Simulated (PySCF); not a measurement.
Species: C₇H₁₀OS.
Geometry (PBE0-D3(BJ)/def2-SVP, Å), atoms numbered from 1 in this order:
```xyz
19
C7H10OS angstrom
C     -1.2232    0.5950    1.4134
C     -1.1207   -0.0464    0.0401
C     -2.2351    0.3817   -0.8909
O      0.0911    0.3219   -0.6049
C      1.2567   -0.1945   -0.1715
C      1.4310   -1.2982    0.7249
C      2.7534   -1.5910    0.9330
S      3.7867   -0.5487    0.0522
C      2.4587    0.3134   -0.6098
H     -0.3853    0.2991    2.0611
H     -1.2104    1.6916    1.3183
H     -2.1599    0.2990    1.9091
H     -1.1504   -1.1478    0.1421
H     -2.2153    1.4735   -1.0288
H     -2.1161   -0.0915   -1.8757
H     -3.2145    0.0990   -0.4787
H      0.6210   -1.8537    1.1962
H      3.1687   -2.3754    1.5640
H      2.6008    1.1467   -1.2942
```

Method used: TDDFT CAM-B3LYP/def2-SVPD, vertical, gas phase, core orbitals frozen in the response in PySCF 2.14.0, density-fitted response routines.

Computed states:

```tsv
state	E (eV)	f
S1	5.19	0.105
S2	5.71	0.0032
S3	5.97	0.095
S4	6.10	0.0047
S5	6.45	0.0035
S6	6.51	0.0041
S7	6.77	0.029
S8	6.87	0.0004
S9	6.89	0.075
S10	7.09	0.0051
```

Each state is given a Gaussian of 0.5 eV full width at half maximum, with ε(max) = 2.175×10⁸ f / Δν̃ (Δν̃ the width in cm⁻¹). The width is an assumption, not a result. The curve ends short of the highest state used, and states not computed would add to its high-energy end.

(1) What does the envelope look like, and where are its maxima?

(2) On this curve, what absorbance would a 10⁻⁴ mol/L sample give at 254 nm over a 1 cm path?

(3) Coming from long wavelengths, where does ε first pass 100 L mol⁻¹ cm⁻¹?

Answers

(1) 
```json
{"E (eV)": "4.44", "ε (L mol⁻¹ cm⁻¹)": "12"}
{"E (eV)": "4.48", "ε (L mol⁻¹ cm⁻¹)": "22"}
{"E (eV)": "4.53", "ε (L mol⁻¹ cm⁻¹)": "48"}
{"E (eV)": "4.58", "ε (L mol⁻¹ cm⁻¹)": "96"}
{"E (eV)": "4.63", "ε (L mol⁻¹ cm⁻¹)": "183"}
{"E (eV)": "4.67", "ε (L mol⁻¹ cm⁻¹)": "295"}
{"E (eV)": "4.72", "ε (L mol⁻¹ cm⁻¹)": "508"}
{"E (eV)": "4.77", "ε (L mol⁻¹ cm⁻¹)": "829"}
{"E (eV)": "4.82", "ε (L mol⁻¹ cm⁻¹)": "1281"}
{"E (eV)": "4.87", "ε (L mol⁻¹ cm⁻¹)": "1871"}
{"E (eV)": "4.91", "ε (L mol⁻¹ cm⁻¹)": "2434"}
{"E (eV)": "4.96", "ε (L mol⁻¹ cm⁻¹)": "3218"}
{"E (eV)": "5.01", "ε (L mol⁻¹ cm⁻¹)": "4026"}
{"E (eV)": "5.06", "ε (L mol⁻¹ cm⁻¹)": "4764"}
{"E (eV)": "5.10", "ε (L mol⁻¹ cm⁻¹)": "5239"}
{"E (eV)": "5.15", "ε (L mol⁻¹ cm⁻¹)": "5614"}
{"E (eV)": "5.20", "ε (L mol⁻¹ cm⁻¹)": "5696"}
{"E (eV)": "5.25", "ε (L mol⁻¹ cm⁻¹)": "5476"}
{"E (eV)": "5.29", "ε (L mol⁻¹ cm⁻¹)": "5110"}
{"E (eV)": "5.34", "ε (L mol⁻¹ cm⁻¹)": "4487"}
{"E (eV)": "5.39", "ε (L mol⁻¹ cm⁻¹)": "3779"}
{"E (eV)": "5.44", "ε (L mol⁻¹ cm⁻¹)": "3103"}
{"E (eV)": "5.48", "ε (L mol⁻¹ cm⁻¹)": "2654"}
{"E (eV)": "5.53", "ε (L mol⁻¹ cm⁻¹)": "2275"}
{"E (eV)": "5.58", "ε (L mol⁻¹ cm⁻¹)": "2140"}
{"E (eV)": "5.63", "ε (L mol⁻¹ cm⁻¹)": "2264"}
{"E (eV)": "5.68", "ε (L mol⁻¹ cm⁻¹)": "2624"}
{"E (eV)": "5.72", "ε (L mol⁻¹ cm⁻¹)": "3048"}
{"E (eV)": "5.77", "ε (L mol⁻¹ cm⁻¹)": "3680"}
{"E (eV)": "5.82", "ε (L mol⁻¹ cm⁻¹)": "4333"}
{"E (eV)": "5.87", "ε (L mol⁻¹ cm⁻¹)": "4902"}
{"E (eV)": "5.91", "ε (L mol⁻¹ cm⁻¹)": "5231"}
{"E (eV)": "5.96", "ε (L mol⁻¹ cm⁻¹)": "5425"}
{"E (eV)": "6.01", "ε (L mol⁻¹ cm⁻¹)": "5348"}
{"E (eV)": "6.06", "ε (L mol⁻¹ cm⁻¹)": "5013"}
{"E (eV)": "6.10", "ε (L mol⁻¹ cm⁻¹)": "4596"}
{"E (eV)": "6.15", "ε (L mol⁻¹ cm⁻¹)": "3960"}
{"E (eV)": "6.20", "ε (L mol⁻¹ cm⁻¹)": "3287"}
{"E (eV)": "6.25", "ε (L mol⁻¹ cm⁻¹)": "2667"}
{"E (eV)": "6.29", "ε (L mol⁻¹ cm⁻¹)": "2261"}
{"E (eV)": "6.34", "ε (L mol⁻¹ cm⁻¹)": "1907"}
{"E (eV)": "6.39", "ε (L mol⁻¹ cm⁻¹)": "1751"}
{"E (eV)": "6.44", "ε (L mol⁻¹ cm⁻¹)": "1801"}
{"E (eV)": "6.49", "ε (L mol⁻¹ cm⁻¹)": "2053"}
```

Maxima: 239 nm (5.19 eV), ε about 5700, made up of S1 (100%); 208 nm (5.97 eV), ε about 5400, made up of S3 (94%) (ε in L mol⁻¹ cm⁻¹; maxima over ε = 5, shares over 10%). At its high-energy end, 6.49 eV, the curve is still rising (ε about 2100, from S3, S6, S7 and S9).

(2) 254 nm is 4.881 eV, where ε is about 2000 L mol⁻¹ cm⁻¹, so A = ε c l ≈ 0.2 (Beer–Lambert, with the gas-phase spectrum and the assumed width).

(3) At about 270 nm (4.58 eV), 0.60 eV below S1.

All these states lie below the vertical ionisation energy of 8.02 eV (ΔSCF).

Hardware: one thread, Arm Neoverse V1, shared host. Cost: 4.6 min.

One conformer stands for the species.
